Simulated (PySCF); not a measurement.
# Spectroscopy problems

[PySCF 2.14.0 with density-fitted response routines: GFN2-xTB structure; GIAO PBE0/pcSseg-1 shieldings; in vacuum; no relativistic terms; single conformer; fast rotation and ring inversion assumed for equivalent nuclei]

Scale: TMS for 1H, 13C (reference shieldings calculated alike). Splittings of carbon signals by F and P are missing where no couplings were computed. Where no couplings were computed, multiplicities follow the n + 1 count of equivalent neighbours, and m marks all less simple cases (inequivalent or close neighbours, rings, F or P nearby). Shifts are as computed. Against solution values, carbons near 30 ppm lie about +3 ppm off and those near 130 ppm about +5 ppm. Of 1211 compounds with measured shifts, 218 miss one by over three times the rms of a fit or turn the order of signals round; such compounds aren't used in these exercises.

Question: C2H13PSi3. 1H NMR (400 MHz, computed): δ 4.42 (m, 4H), 4.06 (m, 3H), 0.35 (m, 6H). 13C{1H} NMR (computed): δ -5.9 (CH3). What is it?

Answer: SMILES C[SiH2]P([SiH3])[SiH2]C. 1 carbon signal for 2 carbons: some carbons are equivalent by symmetry or fast rotation. Carbon types of the structure: 2 × CH3, leaving 7 H on heteroatoms. δC -5.9: methyl carbon bonded to Si; an electropositive neighbour leaves it electron-rich and shielded. δH 4.42: hydrogen on a silicon bonded to C, P. δH 4.06: hydrogen on a silicon bonded to P. δH 0.35: hydrogen on a methyl carbon bonded to Si; an electropositive neighbour shields it, as in TMS itself.

This is the structure that produced the data.

Question: C6H7N3O. 1H NMR (400 MHz, computed): δ 9.08 (s, 1H), 7.79 (m, 1H), 6.81 (m, 1H), 6.32 (m, 1H), 4.24 (s, 3H). 13C{1H} NMR (computed): δ 171.4 (C), 155.2 (C), 147.6 (CH), 139.7 (CH), 136.5 (CH2), 56.5 (CH3). Identify the compound.

Answer: `C=Cc1cnnc(OC)n1`. The formula gives 5 degrees of unsaturation (1 ring in the answer). 6 carbon signals for 6 carbons: no two carbons are equivalent. Carbon types of the structure: 2 × C, 2 × CH, 1 × CH2, 1 × CH3, which accounts for all hydrogens. δC 147.6: aromatic CH next to a ring nitrogen; the adjacent pyridine-type nitrogen withdraws density from it. δC 139.7: alkene CH; as expected for a trigonal carbon in a double bond. δC 136.5: terminal =CH2 carbon; the olefinic region. δH 9.08: hydrogen on an aromatic CH next to a ring nitrogen; ring current plus the neighbouring ring nitrogen.

The shifts were computed for this structure.
